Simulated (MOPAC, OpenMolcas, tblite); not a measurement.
C2H4GaN (SMILES N=C=[CH][GaH2]): the HOMO–LUMO gap, rung by rung

C2H4GaN: 8 atoms, total charge 0, spin state singlet. As SMILES, `N=C=[CH][GaH2]`. The shape is that of a PBE0-D4/def2-TZVP optimisation.

Quantity: the HOMO–LUMO gap, in eV. The values are calculated.

```csv
level,kind,program,value (eV),CPU time
MNDO,semi-empirical,MOPAC,8.40,under 2 s
IPEA1-xTB,semi-empirical,tblite,4.75,under 2 s
HF/def2-SVP,Hartree–Fock,OpenMolcas,10.99,16 s
SVWN5/def2-SVP,LDA,OpenMolcas,3.63,37 s
PBE/def2-SVP,GGA,OpenMolcas,3.71,49 s
r2SCAN/def2-SVP,meta-GGA,OpenMolcas,4.19,65 s
B3LYP/def2-SVP,global hybrid,OpenMolcas,5.10,52 s
B2PLYP/def2-SVP,double hybrid,OpenMolcas,7.52,32 s
```

All-electron rows without a relativistic Hamiltonian named are non-relativistic. The values span 3.63 to 10.99 eV. Orbital gaps aren't excitation energies, and those of double hybrids come from the SCF part alone; they tend to grow with the share of exact exchange. Times are those of the runs behind each value, whatever else they computed, on shared processors of several kinds: orders of magnitude only.
